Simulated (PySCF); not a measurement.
## The electron affinity along the 4p block

All values are computed (PySCF 2.14, energy differences of UHF-based or UKS calculations, no spin-orbit coupling). Values in eV. The last column holds reference values (measured affinities from photodetachment; the arrow runs from anion to atom). Unmarked ones compare directly (S terms, centres of terms, or small fine structure); those marked * lie between the lowest fine-structure levels and include a spin-orbit shift.

```tsv
element	configurations	UHF	MP2 (valence)	SCS-MP2 (valence)	CCSD (valence)	CCSD(T) (valence)	PBE0	reference
Ga (aug-cc-pVTZ-DK, spin-free X2C)	[Ar] 3d10 4s2 4p2 → [Ar] 3d10 4s2 4p1	-0.074	0.238	0.139	0.262	0.301	0.389	0.301 *
Ge (aug-cc-pVTZ-DK, spin-free X2C)	[Ar] 3d10 4s2 4p3 → [Ar] 3d10 4s2 4p2	0.838	1.303	1.137	1.277	1.325	1.375	1.233 *
As (aug-cc-pVTZ-DK, spin-free X2C)	[Ar] 3d10 4s2 4p4 → [Ar] 3d10 4s2 4p3	-0.298	0.454	0.514	0.546	0.607	0.752	0.804 *
Se (aug-cc-pVTZ-DK, spin-free X2C)	[Ar] 3d10 4s2 4p5 → [Ar] 3d10 4s2 4p4	0.929	1.851	1.848	1.828	1.901	2.013	2.021 *
Br (aug-cc-pVTZ-DK, spin-free X2C)	[Kr] → [Ar] 3d10 4s2 4p5	2.345	3.404	3.323	3.258	3.336	3.408	3.364 *
```

The highest occupied level of the anion is positive for Ga⁻ at PBE0; Ge⁻ at PBE0; As⁻ at PBE0; Se⁻ at PBE0, so there the basis helps to hold the electron.

"Valence" correlates the outer s and p shells and, in groups 3 to 12 and the f block, the outer d or f shell, open or full, or the next shell where the ion has no valence electron left; the wider scheme adds the next inner shell.
